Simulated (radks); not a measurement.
The numbers below are computed, except where a source is named.
How relativity changes the ionisation of neutral zirconium ([Kr] 4d2 5s2) to Zr+ ([Kr] 4d2 5s1). Spin-unpolarised spherical Kohn-Sham, BLYP, point nucleus unless stated (finite: rms radius 4.2694 fm), a radial shooting solver on a logarithmic mesh with Libxc functionals. A level marked "c x" has the speed of light scaled by that factor and shares open shells by 2j + 1; other Dirac levels either fill j = l - 1/2 first or share by 2j + 1.

| level | E(Zr) (hartree) | E(Zr+) (hartree) | IE (eV) | HOMO | <r> HOMO (bohr) |
|---|---|---|---|---|---|
| non-rel. | -3540.94911 | -3540.69758 | 6.844 | 4d | 2.247 |
| scalar-rel. | -3599.04215 | -3598.78268 | 7.061 | 4d | 2.305 |
| scalar-rel., finite nucleus | -3599.00034 | -3598.74087 | 7.060 | 4d | 2.305 |
| Dirac, 2j+1 shares | -3599.46764 | -3599.20817 | 7.061 | 4d5/2 | 2.318 |
| Dirac, low j first | -3599.47330 | -3599.21434 | 7.047 | 4d3/2 | 2.294 |
| Dirac, 2j+1 shares, finite nucleus | -3599.42577 | -3599.16630 | 7.060 | 4d5/2 | 2.318 |
| Dirac, c x 0.75 | -3648.66551 | -3648.39903 | 7.251 | 4d5/2 | 2.379 |
| Dirac, c x 3 | -3547.21189 | -3546.95953 | 6.867 | 4d5/2 | 2.254 |
| Dirac, c x 10 | -3541.51044 | -3541.25884 | 6.846 | 4d5/2 | 2.247 |

NIST Atomic Spectra Database: 6.634 eV (measured). The relativistic part of the total energy of Zr is -58.48 hartree (Dirac, 2j+1 shares, finite nucleus), 1.7 % of the non-relativistic value. Spin polarisation and multiplet splitting of open shells are left out at every level.

Beside tabulated values, note that relativity, absent from the non-relativistic runs, is large for the heavy elements, and spin-unpolarised runs miss the spin-polarisation part of the exchange energy of open shells.
